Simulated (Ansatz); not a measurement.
All numbers were calculated with Ansatz.

`C[Si](N)(O)O[SiH3]` at its PBE0-D4/def2-TZVP geometry, where that method's forces vanish. Charge 0, multiplicity 1.

```tsv
atom	x (Å)	y (Å)	z (Å)
C1	0.5900	1.3300	-1.7046
Si2	0.2061	-0.0940	-0.5915
N3	-1.2984	-0.8925	-0.7918
O4	1.3922	-1.1966	-0.8576
O5	0.1934	0.4744	0.9459
Si6	-0.1150	-0.0284	2.4691
H7	0.5797	1.0204	-2.7521
H8	1.5788	1.7371	-1.4812
H9	-0.1439	2.1288	-1.5765
H10	-2.1414	-0.4835	-0.4218
H11	-1.4908	-1.4133	-1.6322
H12	1.2766	-2.0527	-0.4419
H13	0.5245	0.9174	3.4164
H14	-1.5809	-0.0523	2.7214
H15	0.4290	-1.3947	2.6983
```

**Question.** For each bond, give half the difference of the two atoms' forces along it (eV/Å; positive pushes the atoms apart) under PBE-D4, r2SCAN-D4, B3LYP-D4, ωB97M-V in def2-TZVPP. (Estimate.)

**Answer.** The calculation gave: 
```tsv
bond	length (Å)	PBE-D4	r2SCAN-D4	B3LYP-D4	ωB97M-V
C1–Si2	1.848	-0.11	-0.03	0.00	-0.06
C1–H7	1.092	0.11	-0.01	-0.05	-0.04
C1–H8	1.092	0.10	0.00	-0.04	-0.04
C1–H9	1.092	0.11	0.00	-0.04	-0.04
Si2–N3	1.715	-0.02	-0.01	0.06	0.05
Si2–O4	1.641	0.23	0.04	0.10	0.09
Si2–O5	1.639	0.16	0.03	0.03	0.04
N3–H10	1.007	0.19	0.02	-0.02	-0.02
N3–H11	1.007	0.19	0.03	-0.02	-0.03
O4–H12	0.959	0.34	0.02	-0.03	-0.06
O5–Si6	1.633	0.22	0.02	0.12	0.14
Si6–H13	1.484	0.04	-0.03	-0.11	-0.15
Si6–H14	1.488	0.02	-0.02	-0.09	-0.13
Si6–H15	1.488	0.02	-0.02	-0.07	-0.12
```

B3LYP here is the variant with VWN-RPA as its local correlation; programs differ in this.
